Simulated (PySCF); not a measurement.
**What settings do to a single point of Lu2O3**

The sound run of Lu2O3 (singlet in the valence; each metal's 4f electrons, 14 of them, lie in its core potential, out of spins and levels) uses PySCF 2.14.0, RKS BP86, Lu lcecp-1-SVP with ECP60, O def2-SVP; non-relativistic Hamiltonian with scalar-relativistic core potentials where named; density fitting; no spin-orbit coupling, grid (50, 194), threshold 1e-8 Eh and 55 cycles, at the relaxed geometry:

```xyz
5

Lu    0.0000    0.0000    1.3409
Lu    0.0000    0.0000   -1.3409
O     1.5426    0.0000    0.0000
O    -0.7713    1.3359    0.0000
O    -0.7713   -1.3359    0.0000
```

There Lu1 has a Mulliken charge of 0.76 e and the dipole about the centre of mass is 0.00 D. Each run below changes one thing and starts from free metal ions and neutral atoms unless it says otherwise; with 55 cycles, smearing, a level shift and second-order steps follow where DIIS fails, and their cycles count. Energy shifts count from the sound run. On f atoms grids over 110 angular points are at least (60, 302).

| change | outcome | cycles | energy shift (eV) | largest force component (eV/Å) | charge on Lu1 (e) | dipole about the centre of mass (D) |
| --- | --- | --- | --- | --- | --- | --- |
| charge changed by -3, spin kept, limit 97 cycles | refused | – | – | – | – | – |
| threshold 0.0001 | converged | 8 | 0.0071 | 0.09 | 0.76 | 0.19 |

Task: One further run converged with energy shift (eV) -0.0099, largest force component (eV/Å) 0.16, charge on Lu1 (e) 0.76, dipole about the centre of mass (D) 0.00. Which change was it?
A. start from a density of up to 30 smeared cycles (not counted)
B. all coordinates × 1.05
C. grid (30, 86)

Result: C.

Task: And the other changes listed?

Result: 
| change | outcome | cycles | energy shift (eV) | largest force component (eV/Å) | charge on Lu1 (e) | dipole about the centre of mass (D) |
| --- | --- | --- | --- | --- | --- | --- |
| start from a density of up to 30 smeared cycles (not counted) | converged | 9 | 0.0000 | 0.01 | 0.76 | 0.00 |
| all coordinates × 1.05 | converged | 12 | 0.50 | 3.55 | 0.81 | 0.00 |

Forces carry noise of the integration grid, about 0.01 to 0.03 eV/Å.

An lcecp potential fixes the number of 4f electrons, so in runs with it no electron can move into or out of that shell.
